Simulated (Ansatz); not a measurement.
The cluster GeF3⁻ (the lowest singlet isomer of a short search). Charge -1, multiplicity 1. Geometry r2SCAN-D4/def2-TZVPD, basis def2-TZVPD, Ansatz.

Cartesian coordinates in Å:
```
Ge 0.1779 0.0866 0.6867
F -1.3812 0.7350 0.0172
F 1.2116 0.7423 -0.6552
F -0.0083 -1.5639 -0.0487
```

```
run  HOMO (eV)  LUMO (eV)
  A      -0.98       4.64
  B      -1.78       4.50
  C      -2.06       5.10
  D      -4.15       5.86
  E      -1.89       4.72
  F      -4.44       5.85
```

LC-ωPBE has ω = 0.4 bohr⁻¹. B3LYP takes the VWN-RPA correlation. The structure comes from a short search, and lower isomers may exist.

Q: The runs used B3LYP, LC-ωPBE, PBE0, r2SCAN, r2SCAN0, ωB97X-V. Estimate which is which.

A: A r2SCAN (0 % exact exchange); B B3LYP (20 % exact exchange); C r2SCAN0 (25 % exact exchange); D ωB97X-V (range-separated); E PBE0 (25 % exact exchange); F LC-ωPBE (range-separated). Exact exchange lowers occupied and raises empty levels; among semilocal functionals meta-GGAs tend to open the gap a little, and such runs are hard to tell apart. The gap grows from 5.62 eV (r2SCAN) to 10.29 eV (LC-ωPBE).
